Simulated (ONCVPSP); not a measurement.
## What one change does to a pseudopotential (Ca (Z = 20), ONCV)

Ca, optimised norm-conserving Vanderbilt (ONCV), made with ONCVPSP 4.0.1 (PBE, scalar-relativistic). Core [Ne], reference 3s2 3p6 4s1.75 4p0.25. Waves: 3s+4s: rc 2.10 bohr, ncon 4, nbas 7, qcut 5 1/bohr, 2 projectors; 3p+4p: rc 2.05 bohr, ncon 4, nbas 8, qcut 8.5 1/bohr, 2 projectors; d scattering state at 0.32 Ha: rc 2.00 bohr, ncon 4, nbas 9, qcut 4.6 1/bohr, 1 projector; f scattering state at 0.17 Ha: rc 2.00 bohr, ncon 4, nbas 9, qcut 6.2 1/bohr, 3 projectors, debl 0.4 Ha. Local part: polynomial inside 1.70 bohr (lpopt 5, dvloc0 0 Ha). Core correction: Teter function, fcfact 3.25, rcfact 1.1.

In the d channel the program set the typed energies aside and used -0.082 Ha.

All-electron outer shells of the reference configuration (PBE, scalar-relativistic, ld1.x):

| shell | level (eV) | outermost node (bohr) | outermost maximum (bohr) |
| --- | --- | --- | --- |
| 2p | -335.10 | – | 0.25 |
| 3s | -47.44 | 0.45 | 0.99 |
| 3p | -28.36 | 0.42 | 1.04 |
| 4s | -3.94 | 1.43 | 3.38 |
| 4p | -1.55 | 1.62 | 4.34 |

Change: local potential polynomial inside 1.70 bohr (lpopt 5, dvloc0 3.5 Ha).

Cutoffs: the cutoffs (Ha) at which the residual kinetic energy of the hardest occupied pseudo-wave falls to 1 and 0.1 mHa per electron; they do not see the model core or the augmentation charge, which bear on the density cutoff. Errors are all-electron minus pseudo energies relative to the spin-unpolarised reference configuration.

**Question.** Predict the effect on cutoff, ghosts and configuration errors.

**Answer.** The potential gets neither clearly harder nor softer (16 Ha and 20 Ha → 16 Ha and 20 Ha); the errors of the 4 common tests hardly move; neither file shows a bound ghost.

| quantity | base | changed |
| --- | --- | --- |
| cutoff, loose | 16 Ha | 16 Ha |
| cutoff, tight | 20 Ha | 20 Ha |
| bound ghosts | none | none |
| GHOST(+) flags under 300 eV | none | none |
| error for 3s2 3p6 4s2 4p0, meV [ΔE -0.59 eV] | 0.0 | 0.0 |
| error for 3s2 3p6 4s1 4p0, meV [ΔE 5.71 eV] | -0.4 | -0.3 |
| error for 3s2 3p6 4s0 4p0, meV [ΔE 17.54 eV] | -2.6 | -2.6 |
| error for 3s1 3p6 4s2 4p0, meV [ΔE 53.63 eV] | -261 | -261 |
| s: phases at 2.13 bohr within 0.05 rad from the reference energy up to (Ha; the scan ends near 5) | 4.6 | 4.5 |
| p: phases at 2.08 bohr within 0.05 rad from the reference energy up to (Ha; the scan ends near 5) | to the end of the scan | to the end of the scan |
| d: phases at 2.03 bohr within 0.05 rad from the reference energy up to (Ha; the scan ends near 5) | 0.8 | 0.7 |
| f: phases at 2.03 bohr within 0.05 rad from the reference energy up to (Ha; the scan ends near 5) | to the end of the scan | to the end of the scan |
| rms error of d²Exc/dni dnj with the model core, mHa | 0.50 | 0.50 |

Base: The cutoffs count occupied waves only; projector 1 of the d channel, the hardest unoccupied one, needs 67 Ha at the loose tolerance. Changed file: The cutoffs count occupied waves only; projector 1 of the d channel, the hardest unoccupied one, needs 67 Ha at the loose tolerance.
